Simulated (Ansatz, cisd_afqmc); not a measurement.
System: I$_{2}$, charge 0, singlet. I2 (molecular iodine, SMILES II).
B3LYP-D3(BJ)/def2-TZVP minimum from Ansatz (an electronic-structure program):
```xyz
2

I      0.0000     0.0000    -1.3474
I      0.0000     0.0000     1.3474
```
Charge 0, spin multiplicity 1.

Total energies in def2-TZVPP, 14 correlated electrons, 18 frozen orbitals. Radicals and triplets start from unrestricted determinants; spin-orbit coupling is neglected. Cores are frozen in correlated methods (noble-gas shells, and filled d and f shells in the p block). Past Kr the def2 sets carry scalar-relativistic core potentials. AFQMC is phaseless with a CISD trial state; ± is one standard error, without the phaseless bias. Outlying blocks are dropped, and bars are widened where a walk drifts. Over all cases where full CI ran beside it in this data, AFQMC minus full CI had a median of +0.1 mEh and passed +0.4 mEh in a tenth of the cases. Spin-orbit terms, left out, reach several kcal/mol for Br and I, and more for heavier atoms.

```
method         program         energy (Eh)  minus CCSDT(Q) (mEh)
----------  ----------  ------------------  --------------------
HF              Ansatz          -593.33907                315.04
MP2             Ansatz          -593.61119                 42.92
CCSD            Ansatz          -593.63968                 14.44
CCSD(T)         Ansatz          -593.65251                  1.61
CCSDT(Q)        Ansatz          -593.65412                  0.00
AFQMC/CISD  cisd_afqmc  -593.6532 ± 0.0004             0.9 ± 0.4
```

Rough core times of Ansatz's runs on a shared machine: CCSD(T) under 20 s, CCSDT(Q) 2 min.
